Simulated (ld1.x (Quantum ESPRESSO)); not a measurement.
# molybdenum (Mo): variants of one TM potential

Base potential:

* Element: molybdenum (Mo)
* Generator: ld1.x (Quantum ESPRESSO) 7.5
* Type: norm-conserving Troullier–Martins (Kleinman–Bylander form)
* Functional: PBE
* Relativity: scalar-relativistic
* Frozen core: [Ar] 3d10
* Valence charge: 14
* Reference configuration: 4s2 4p6 4d4 5s0 5p0 (charge +2)
* Partial waves: 4p (bound): rc 1.70 bohr; 4d (bound): rc 1.45 bohr; 4s (bound): rc 1.65 bohr
* Local potential: the s channel
* Core correction: none

Cutoffs, loose and tight: the cutoffs (Ry, on a coarse ladder) from which the occupation-weighted sum of valence levels, in a spherical-Bessel basis at the reference potential, stays within 10 and 1 mRy of its value at 400 Ry. They do not see the model core or the augmentation charge, which bear on the density cutoff. Test errors are all-electron minus pseudo excitation energies from the reference, over the configurations 4s2 4p6 4d5 5s1 5p0; 4s2 4p6 4d5 5s0 5p0; 4s2 4p6 4d3 5s0 5p0; 4s2 4p6 4d5 5s0.5 5p0; 4s2 4p6 4d4 5s1 5p0; 4s2 4p6 4d5 5s0 5p1; 4s2 4p6 4d4 5s2 5p0. A dash means not determined; rows that change the core or the reference have their own tests.

```csv
change,outcome,"cutoff, loose","cutoff, tight",bound ghosts,largest test error (meV)
base,generated,50 Ry,70 Ry,none,+1703
"all radii scaled by about 0.75 (s 1.24, p 1.28, d 1.08 bohr)",generated,120 Ry,200 Ry,none,+209
"all radii scaled by about 0.85 (s 1.40, p 1.44, d 1.22 bohr)",generated,90 Ry,140 Ry,none,+509
"all radii scaled by about 0.88 (s 1.46, p 1.50, d 1.28 bohr)",generated,70 Ry,110 Ry,none,+734
"all radii scaled by about 1.04 (s 1.72, p 1.76, d 1.50 bohr)",generated,50 Ry,70 Ry,none,+1983
"all radii scaled by about 1.10 (s 1.82, p 1.88, d 1.60 bohr)",generated,45 Ry,60 Ry,none,+2637
"all radii scaled by about 1.18 (s 1.94, p 2.00, d 1.70 bohr)",generated,45 Ry,55 Ry,none,+3834
"all radii scaled by about 1.26 (s 2.08, p 2.14, d 1.84 bohr)",generated,40 Ry,50 Ry,none,+5192
"all radii scaled by about 1.30 (s 2.14, p 2.20, d 1.88 bohr)",generated,40 Ry,50 Ry,none,+5651
"all radii scaled by about 1.37 (s 2.26, p 2.34, d 1.98 bohr)",generated,40 Ry,50 Ry,none,+6530
```

Reading the sweep of the scale of all radii (base = 1) (base included, trends over the rows without a ghost): The loose cutoff falls from 120 Ry at 0.75 to 40 Ry at 1.37. A larger radius leaves more room for a smooth pseudo-wave, so fewer plane waves are needed; a smaller one forces it to follow the all-electron wave where it bends sharply. The median size of the test errors (rows with all tests solved) rises from 51.5 meV at 0.75 to 1745.1 meV at 1.37. More of the atom is replaced by a form fitted at one configuration, so other configurations suffer as the radius grows.
